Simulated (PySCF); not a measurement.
An unknown is described by computed data only.

Elements present: C, Cl, H and Si. Monoisotopic mass: 113.9459 u.

- NMR, other nuclei: isotropic shieldings of nuclei other than C and H, by class: 331 (1 Si), 891 (2 Cl) ppm [GIAO PBE0/pcSseg-1]
- 1H NMR: chemical shifts (computed TMS as zero) by class: 5.83 (1 H), 0.65 (3 H) ppm [GIAO PBE0/pcSseg-1]
- Dipole: 2.03 D [PBE0/pcSseg-1]
- Rotational structure: rotational constants A, B, C: 4.281, 2.464, 1.715 GHz [GFN2-xTB]
- 13C NMR: chemical shifts (computed TMS as zero) by class: 8.9 (1 C) ppm [GIAO PBE0/pcSseg-1]

Gas-phase values; electronic properties from PySCF, density fitting. Levels stand in brackets. Isolated species at its GFN2-xTB geometry, gas phase. Each NMR value is the plain mean over a class of atoms that symmetry, rotation or inversion makes alike.

Q: Which formula fits the mass and the elements?

A: CH4Cl2Si (calculated 113.9459). No other formula that holds each of these elements comes within 0.0003 u with a fitting electron parity and a possible valence count.

Q: Give a SMILES that accounts for the data.

A: Numbering: `[CH3:1][SiH:2]([Cl:3])[Cl:4]`. Its formula, CH4Cl2Si, gives 0 degrees of unsaturation, so no ring and no π bond. The one carbon: Si-methyl carbon [C1] (8.9 ppm). Hydrogen classes from least to most shielded: 1 H on a chlorine-bound silicon, Si2 (5.83 ppm), 3 H on an Si-methyl carbon, C1 (0.65 ppm). The other shieldings belong to: 331 ppm, chlorine-bound silicon [Si2]; 891 ppm, silicon-bound chlorine [Cl3/Cl4]. The optimised geometry has point group Cs and is an asymmetric top. Structure: MeHSiCl2 (`C[SiH](Cl)Cl`). Computed isomers that give other values at the same levels: `ClC[SiH2]Cl` (13C chemical shifts (computed TMS as zero) by class: 32.6 (1 C) ppm). The assignments are read from this structure; whether some other isomer fits the data as well wasn't checked.
